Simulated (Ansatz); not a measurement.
Wavefunction ladder for CH3OZn, SMILES `C[O][Zn]` radical

Z-matrix (Å, degrees):
```
C
O 1 1.397
H 1 1.099 2 113.1
H 1 1.099 2 113.1 3 -122.8
H 1 1.097 2 108.4 3 118.6
Zn 2 1.829 1 125.4 3 61.7
```

The species carries charge 0 and has multiplicity 2. Correlated methods include outer-core shells of Zn, which these sets cover unevenly. Scalar relativity is left out up to krypton. The geometry is a stationary point of PBE0-D4/def2-TZVP. Frozen core, unrestricted reference, the Gaussian-basis code of Ansatz.

```
     basis      HF (Eh)  MP2 corr.  CCSD corr.       (T)  CCSD(T) total
  def2-SVP  -1891.91553   -0.67790    -0.67327         ?              ?
def2-TZVPP            ?          ?    -1.16032  -0.03243              ?
def2-QZVPP            ?   -1.29451           –         –              –
```

(1) Fill in the withheld values. (Estimate.)

## Answers

(1) Computed: def2-SVP (T): -0.01850; def2-SVP CCSD(T) total: -1892.60730; def2-TZVPP HF (Eh): -1892.30088; def2-TZVPP MP2 corr.: -1.22668; def2-TZVPP CCSD(T) total: -1893.49363; def2-QZVPP HF (Eh): -1892.34912.
